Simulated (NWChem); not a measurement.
The numbers come from NWChem runs, not from measurements. System: H₃OSi, charge 0, spin multiplicity 2, at a geometry optimised with UPBE0/def2-SVP. The structure started from a generated list of species. Its SCF solution wasn't tested for a lower state. Level: UMP2/def2-TZVP, 6 core orbitals frozen.

Job file:

```
start mol
memory heap 200 mb stack 900 mb global 1100 mb
geometry units angstroms nocenter noautoz
  O     -1.179621    -0.216817     0.000000
  Si     0.469888     0.097966     0.000000
  H      0.914384     0.828065     1.223719
  H      0.914384     0.828065    -1.223719
  H      1.029765    -1.293119     0.000000
  symmetry group Cs
end
basis spherical
  * library def2-tzvp
end
scf
  uhf
  nopen 1
  maxiter 100
  thresh 1e-7
  semidirect memsize 60000000 filesize 0
  # guess.movecs holds the orbitals of an unrestricted PBE0 run
  vectors input guess.movecs output mol.movecs
end
mp2
  freeze core 6
end
task mp2 energy
```

NWChem printed:

```
             Northwest Computational Chemistry Package (NWChem) 7.3.0
             --------------------------------------------------------

                                NWChem Input Module
                                -------------------

 Scaling coordinates for geometry "geometry" by  1.889725989
 (inverse scale =  0.529177249)

 Turning off AUTOSYM since
 SYMMETRY directive was detected!

                             Geometry "geometry" -> ""
                             -------------------------

 Output coordinates in angstroms (scale by  1.889725989 to convert to a.u.)

  No.       Tag          Charge          X              Y              Z
 ---- ---------------- ---------- -------------- -------------- --------------
    1 O                    8.0000    -1.17962100    -0.21681700     0.00000000
    2 Si                  14.0000     0.46988800     0.09796600     0.00000000
    3 H                    1.0000     0.91438400     0.82806500     1.22371900
    4 H                    1.0000     0.91438400     0.82806500    -1.22371900
    5 H                    1.0000     1.02976500    -1.29311900     0.00000000

 Effective nuclear repulsion energy (a.u.)      55.7372141227

            Nuclear Dipole moment (a.u.)
            ----------------------------
        X                 Y               Z
 ---------------- ---------------- ----------------
    -0.0000056692    -0.0000018897     0.0000000000

      Symmetry information
      --------------------

 Group name             Cs
 Group number              2
 Group order               2
 No. of unique centers     4

      Symmetry unique atoms

     1    2    3    5


 Summary of "ao basis" -> "" (spherical)
 ------------------------------------------------------------------------------
       Tag                 Description            Shells   Functions and Types
 ---------------- ------------------------------  ------  ---------------------
 *                         def2-tzvp                  on all atoms

 Summary of "ao basis" -> "ao basis" (spherical)
 ------------------------------------------------------------------------------
       Tag                 Description            Shells   Functions and Types
 ---------------- ------------------------------  ------  ---------------------
 O                         def2-tzvp                11       31   5s3p2d1f
 Si                        def2-tzvp                13       37   5s5p2d1f
 H                         def2-tzvp                 4        6   3s1p

                                 NWChem SCF Module
                                 -----------------

  ao basis        = "ao basis"
  functions       =    86
  atoms           =     5
  alpha electrons =    13
  beta  electrons =    12
  charge          =   0.00
  wavefunction    = UHF
  use symmetry    = T
  symmetry adapt  = T

 Summary of "ao basis" -> "ao basis" (spherical)
 ------------------------------------------------------------------------------
       Tag                 Description            Shells   Functions and Types
 ---------------- ------------------------------  ------  ---------------------
 O                         def2-tzvp                11       31   5s3p2d1f
 Si                        def2-tzvp                13       37   5s5p2d1f
 H                         def2-tzvp                 4        6   3s1p

      Symmetry analysis of basis
      --------------------------

        a'         57
        a"         29

 Forming initial guess at       0.1s
[...]
    4 H    1     0.53   0.12  0.28  0.12  0.00
    5 H    1     0.55   0.12  0.29  0.12  0.00

   Mulliken analysis of the beta density
   -------------------------------------

    Atom       Charge   Shell Charges
 -----------   ------   -------------------------------------------------------
    1 O    8     3.68   0.40  0.59  0.29  0.49  0.17  0.66  0.74  0.34  0.00  0.01  0.00
    2 Si  14     6.77   1.00  0.29  0.70  0.41  0.18  2.06  0.86  0.27  0.66  0.14  0.09  0.10  0.02
    3 H    1     0.52   0.12  0.28  0.12  0.00
    4 H    1     0.52   0.12  0.28  0.12  0.00
    5 H    1     0.50   0.11  0.27  0.11  0.00

   Mulliken analysis of the spin density
   -------------------------------------

    Atom       Charge   Shell Charges
 -----------   ------   -------------------------------------------------------
    1 O    8     1.00   0.00 -0.00  0.02  0.02 -0.02  0.44  0.44  0.10 -0.00  0.00 -0.00
    2 Si  14    -0.06  -0.00 -0.00  0.00 -0.01 -0.01 -0.00  0.00 -0.01 -0.04 -0.02  0.01  0.01  0.01
    3 H    1     0.01   0.00  0.00  0.00 -0.00
    4 H    1     0.01   0.00  0.00  0.00 -0.00
    5 H    1     0.05   0.01  0.03  0.01 -0.00

       Multipole analysis of the density wrt the origin
       ------------------------------------------------

     L   x y z        total         alpha         beta         nuclear
     -   - - -        -----         -----         ----         -------
     0   0 0 0     -0.000000    -13.000000    -12.000000     25.000000

     1   1 0 0      0.575594      1.315965     -0.740365     -0.000006
     1   0 1 0      0.209734      0.328193     -0.118458     -0.000002
     1   0 0 1     -0.000000     -0.000000      0.000000      0.000000

     2   2 0 0    -16.647121    -41.216508    -35.980808     60.550195
     2   1 1 0     -0.585110     -5.626493     -5.219313     10.260696
     2   1 0 1     -0.000000     -0.000000      0.000000      0.000000
     2   0 2 0    -14.800119    -14.446739    -13.044870     12.691490
     2   0 1 1      0.000000      0.000000     -0.000000      0.000000
     2   0 0 2    -15.530445    -13.226830    -12.998868     10.695253

                   NWChem MP2 Semi-direct Energy/Gradient Module
                   ---------------------------------------------

  Basis functions       =     86
  Molecular orbitals    =     86
  Frozen core           =      6
  Frozen virtuals       =      0
  Active alpha occupied =      7
  Active beta occupied  =      6
  Active alpha virtual  =     73
  Active beta virtual   =     74
  Use MO symmetry       = T
  Use skeleton AO sym   = T

  AO/Fock/Back tols     =   1.0D-09  1.0D-09  1.0D-09

 GA uses MA = F    GA memory limited = T

 Available:
  local mem=  1.26D+08
 global mem=  1.44D+08
 local disk=  0.00D+00
  mp2_memr nvloc                    73
  nvloc new                    73
   1 passes of   7:        5242880                      40627                   6486279.
   1 passes of   7: M    126149901           G      144164408           F     120907021.

 Semi-direct pass number   1 of   1  for UHF alpha       at        2.8s
  vrange nnbf                  3726
  mp2_eaftype                    24  avail_ma_in_mb                  1099
 EAF : mp2_eaftype filesize          24    3243139.
  mp2_eaf for mointskh                     24
Node 0 wrote     15.2 Mb in      0.0 s     Agg I/O rate:  1899.8 Mb/s
 Done moints_semi at        5.9s
  mp2_eaftype                    24  avail_ma_in_mb                  1075
 EAF : mp2_eaftype filesize          24    3243139.
  mp2_eaf for kh                    24
 Done maket at        6.0s
 Done multipass loop at        6.0s

 GA uses MA = F    GA memory limited = T

 Available:
  local mem=  1.26D+08
 global mem=  1.44D+08
 local disk=  0.00D+00
  mp2_memr nvloc                    74
  nvloc new                    74
   1 passes of   6:        5242880                      37278                   5637496.
   1 passes of   6: M    126149901           G      144164408           F     120907021.

 Semi-direct pass number   1 of   1  for UHF beta        at        6.0s
  vrange nnbf                  3726
  mp2_eaftype                    21  avail_ma_in_mb                  1099
 EAF : mp2_eaftype filesize          21    2818748.
  mp2_eaf for mointskh                     21
Node 0 wrote     13.2 Mb in      0.0 s     Agg I/O rate:  1966.0 Mb/s
 Done moints_semi at        9.1s
  mp2_eaftype                    21  avail_ma_in_mb                  1078
 EAF : mp2_eaftype filesize          21    2818748.
  mp2_eaf for kh                    21
 Done maket at        9.3s
 Done multipass loop at        9.3s

          -------------------------------------------
          SCF energy                -365.565088656516
          Correlation energy          -0.304878237951
          Singlet pairs                0.000000000000
          Triplet pairs                0.000000000000
          Total MP2 energy          -365.869966894468
          -------------------------------------------

          ---------------------------------------------------
                    Spin Component Scaled (SCS) MP2
          Same spin pairs                     -0.061683405980
          Same spin scaling factor             0.333333333333
          Opposite spin pairs                 -0.243194831971
          Opposite spin scaling fact.          1.200000000000
          SCS-MP2 correlation energy          -0.312394933692
          Total SCS-MP2 energy              -365.877483590209
          ---------------------------------------------------

 -----------------------
 Performance information
 -----------------------

 Timer overhead =  2.02D-07 seconds/call

               Nr. of calls         CPU time (s)                 Wall time (s)                GFlops
             ---------------    -------------------     ------------------------------   -------------------
Name         Min   Avg   Max    Min     Avg     Max     Min     Avg     Max   Mx/calls   Min     Max     Sum
mp2: moin     2     2     2    6.1     6.1     6.1      6.1     6.1     6.1     3.1      0.0     0.0     0.0
mp2: make     2     2     2   0.23    0.23    0.23     0.23    0.23    0.23    0.12      0.0     0.0     0.0
mp2: tota     1     1     1    6.5     6.5     6.5      6.5     6.5     6.5     6.5      0.0     0.0     0.0

 The average no. of pstat calls per process was 5.00D+00
 with a timing overhead of 1.01D-06s

 Task  times  cpu:        9.2s     wall:        9.2s

 Total times  cpu:        9.3s     wall:        9.3s
```
